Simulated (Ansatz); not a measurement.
Cartesian coordinates in Å:
```
S -0.684 1.316 0.142
Zn 0.679 -0.333 -0.233
H -1.650 0.499 0.597
H 1.655 -1.481 -0.506
```

Charge 0, multiplicity 1.

Q: List the B3LYP/def2-TZVPP orbital energies in eV (Ansatz). (Estimate.)

A: Ansatz gave: Occupied: -9450.47, -2417.54, -1149.69, -1013.07, -1013.06, -1013.01, -215.55, -160.10, -160.01, -159.92, -132.27, -88.52, -88.48, -88.39, -19.43, -14.68, -14.44, -14.44, -14.43, -14.39, -10.85, -9.59, -8.09, -7.06. Lowest empty: -1.04, -0.66, -0.50, 0.74, 2.11, 3.36, 4.45, 4.57.

B3LYP here is the variant with VWN-RPA as its local correlation; programs differ in this.
